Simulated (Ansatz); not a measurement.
MnBr₂: single points at one geometry.

```yaml
crystal:
  periodic: [false, false, false]
  atoms:
    - {symbol: Mn, position_ang: [-0.001637, -0.000945, -0.000047]}
    - {symbol: Br, position_ang: [-0.044497, -0.036410, 2.337147]}
    - {symbol: Br, position_ang: [0.046135, 0.037355, -2.337100]}
basis:
  gaussian: {orbitals: def2-TZVP, initial_orbitals: start.molden}
magnetization: {spin_polarized: true, initial_magnetization: 5}
correlation: {method: mp2}
scf: {omitted_lower_state_checks: [starts]}
output: {orbitals: {seedname: orbitals}}
```

The file start.molden holds the orbitals of an earlier run on this structure, at another level or in another basis.

```sh
$ ansatz run in.yaml --threads 4 --pin off --events-out ev --progress --plain --max-ram 3916MiB
```

Shortened log:

```
Functional definition: HF
1072 factors; integrals over basis functions are off by at most 8.9e-4 eV
mean field evaluation 1: about -171290.0380 eV, gradient 2.6e1 eV
mean field evaluation 2: about -171291.2280 eV, gradient 1.5e0 eV
mean field evaluation 4: about -171291.5328 eV, gradient 1.1e0 eV
mean field evaluation 8: about -171291.5408 eV, gradient 5.3e-4 eV
mean field -171291.54079517 eV, -6294.8480186460 hartree, gradient 1.4e-6 eV, S^2 8.770354; 0 other end points of the search recorded, 0 dependent functions left out
23 core orbitals not correlated: weight in the atoms' cores, before any rotation towards them, 1.000 or more for the frozen orbitals, at most 0.000 for the correlated occupied ones
reference -171291.54079517 eV, -6294.8480186460 hartree; 27, 22 occupied and 91, 96 virtual orbitals, 1072 factors
second order -24.41425323 eV of doubles, -0.00000000 eV of singles
Total energy: -171315.95504840 eV, -6295.7452259036 hartree
Checks for a lower state left out: starts
```

Run time 2 s (4 threads of Arm Neoverse V2 on a shared host).

As the first input, with `hamiltonian: {xc: pbe, dispersion: d4}` and without the key `correlation` (abridged; 1.9 s):

```
Functional definition: PBE
mean field -171389.54230325 eV, -6298.4495076403 hartree, gradient 2.3e-5 eV, S^2 8.765698
Total energy: -171389.62069991 eV, -6298.4523886644 hartree
Checks for a lower state left out: starts
```

As the first input, with `hamiltonian: {xc: {name: BLYP}, dispersion: d4}` and without the key `correlation` (abridged; 2 s):

```
Functional definition: BLYP
mean field -171419.65757413 eV, -6299.5562234322 hartree, gradient 2.4e-5 eV, S^2 8.762241
Total energy: -171419.81734981 eV, -6299.5620950801 hartree
Checks for a lower state left out: starts
```

As the first input, with `gaussian: {orbitals: def2-TZVPD, initial_orbitals: start.molden}`, `hamiltonian: {xc: r2scan, dispersion: d4}` and without the key `correlation` (abridged; 6 s):

```
Functional definition: r2SCAN
mean field -171416.01756791 eV, -6299.4224556708 hartree, gradient 9.0e-6 eV, S^2 8.771059
Total energy: -171416.03411791 eV, -6299.4230638723 hartree
Checks for a lower state left out: starts
```

As the first input, with `hamiltonian: {xc: {name: BHLYP}, dispersion: d4}` and without the key `correlation` (abridged; 3 s):

```
Functional definition: BHLYP
mean field -171416.30707842 eV, -6299.4330949858 hartree, gradient 7.7e-5 eV, S^2 8.763491
Total energy: -171416.44735536 eV, -6299.4382500685 hartree
Checks for a lower state left out: starts
```

As the first input, with `hamiltonian: {xc: {text: "exchange = 0.50*pbe_x + 0.50*exact_x\ncorrelation = pbe_c"}}` and without the key `correlation` (abridged; 3.2 s):

```
Functional definition: unnamed
mean field -171401.33945040 eV, -6298.8830448016 hartree, gradient 2.2e-5 eV, S^2 8.767785
Total energy: -171401.33946735 eV, -6298.8830454243 hartree
Checks for a lower state left out: starts
```

As the first input, with `hamiltonian: {xc: {text: "exchange = 0.90*pbe_x + 0.10*exact_x\ncorrelation = pbe_c"}}` and without the key `correlation` (abridged; 3 s):

```
Functional definition: unnamed
mean field -171391.75846842 eV, -6298.5309502080 hartree, gradient 2.1e-5 eV, S^2 8.767191
Total energy: -171391.75850125 eV, -6298.5309514144 hartree
Checks for a lower state left out: starts
```

Geometry: B3LYP-D4/def2-TZVP.

Correlated methods freeze 23 core orbitals; core or outer-core shells of Mn, Br are correlated, in sets that lack core-valence functions.
